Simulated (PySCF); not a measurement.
Ionisation energy of O⁴⁺ by level of theory

O⁴⁺ [He] 2s2 (1S) → O⁵⁺ [He] 2s1 (2S), as a difference of total energies. Calculation: PySCF 2.14, in an even-tempered Gaussian basis (20 s from 0.3 bohr⁻², ratio 2.2; 9 p from 0.53 bohr⁻², ratio 2.4; 6 d from 1.6 bohr⁻², ratio 2.4; 5 f from 2.4 bohr⁻², ratio 2.4; 5 g from 3.6 bohr⁻², ratio 2.4); scalar relativity by spin-free X2C-1e. Correlated levels: nothing frozen; virtual orbitals above 40 to 60 times the deepest correlated orbital energy dropped. The calculations carry no spin-orbit coupling.

```csv
method,ionisation energy (eV),error (eV)
UHF,111.10,-2.80
LDA,112.28,-1.62
PBE,112.69,-1.21
PBE0,112.59,-1.31
r2SCAN,111.93,-1.97
M06,112.37,-1.53
PW91,112.82,-1.08
MP2 (all electrons),112.84,-1.06
SCS-MP2 (all electrons),113.16,-0.74
```

Reference: 113.90 eV (measured; NIST Atomic Spectra Database, ionization energies).

MP2 underrates the near-degeneracy of ns² with np² in the lower species.
